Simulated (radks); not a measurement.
Values are calculated unless marked as measured or tabulated.
Valence configurations of W III (all share [Xe]). Level of theory: Dirac Kohn-Sham, PBE, spin-unpolarised, spherical densities, point nucleus; open shells fill j = l - 1/2 first (a radial shooting solver on a logarithmic mesh with Libxc functionals). Energies are relative to 4f14 5d4; eigenvalues in eV.

\begin{tabular}{lrrrrrr}
valence & E (eV) & e(4f5/2) & e(4f7/2) & e(5d3/2) & e(5d5/2) & e(6p1/2) \\ \hline
4f14 5d4 & 0.000 & -49.868 & -47.631 & -20.077 & - & - \\
4f13.5 5d4 6s0.5 & 15.556 & -56.056 & -53.772 & -21.952 & - & - \\
4f11.5 5d6 6s0.5 & 97.359 & -76.042 & -73.573 & -25.329 & -24.183 & - \\
4f12 5d4 6s2 & 78.910 & -76.156 & -73.730 & -28.102 & - & - \\
4f12.5 5d5 6s0.5 & 52.291 & -65.830 & -63.454 & -23.660 & -22.632 & - \\
4f13 5d4.5 6s0.5 & 32.912 & -60.886 & -58.556 & -22.811 & -21.842 & - \\
4f12 5d4 6s1 6p1 & 85.381 & -77.287 & -74.861 & -29.063 & - & -16.792 \\
4f13 5d4 6p1 & 39.789 & -63.658 & -61.327 & -24.887 & - & -15.527 \\
4f13 5d4 6s1 & 33.810 & -62.511 & -60.181 & -23.921 & - & - \\
4f12 5d6 & 72.555 & -69.226 & -66.804 & -23.346 & -22.291 & - \\
\end{tabular}

NIST lists [Xe] 4f14 5d4 as the ground configuration; this level of theory agrees among the configurations tried. The energies are those of spherical spin-averaged densities, not of single terms.
